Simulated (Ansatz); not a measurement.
The cluster Ta₄ was relaxed with PBE-D4 (def2-SVP) in Ansatz in these states: neutral quintet, neutral singlet, neutral triplet. The geometries follow in no particular order.

In the def2 sets Ta takes a core potential; there is no spin–orbit coupling.

A:

```csv
atom,x (Å),y (Å),z (Å)
Ta1,-0.065,-0.498,-1.489
Ta2,0.270,1.548,0.023
Ta3,1.161,-0.746,0.752
Ta4,-1.366,-0.304,0.714
```

B:

| atom | x (Å) | y (Å) | z (Å) |
| --- | --- | --- | --- |
| Ta1 | -0.880 | 0.425 | -1.281 |
| Ta2 | -0.517 | -1.267 | 0.570 |
| Ta3 | -0.097 | 1.063 | 1.273 |
| Ta4 | 1.493 | -0.221 | -0.562 |

C:

```tsv
atom	x (Å)	y (Å)	z (Å)
Ta1	-0.499	0.007	1.440
Ta2	-0.939	-1.092	-0.794
Ta3	1.434	-0.489	-0.165
Ta4	0.005	1.573	-0.480
```

**Question.** Judge from the bond lengths which geometry belongs to which state (an estimate).

**Answer.** A is the neutral singlet (Ta2–Ta4 2.566 Å, Ta3–Ta4 2.566 Å, Ta1–Ta3 2.566 Å); B is the neutral quintet (Ta2–Ta4 2.534 Å, Ta3–Ta4 2.747 Å, Ta1–Ta3 2.747 Å); C is the neutral triplet (Ta2–Ta4 2.845 Å, Ta3–Ta4 2.528 Å, Ta1–Ta3 2.561 Å).

At PBE0-D4/def2-TZVP a singlet lies 0.94 eV below the neutral quintet. At PBE0-D4/def2-TZVP a singlet lies 0.39 eV below the neutral triplet. These are the stationary points nearest to one start from a short search; other shapes may lie lower in each state.
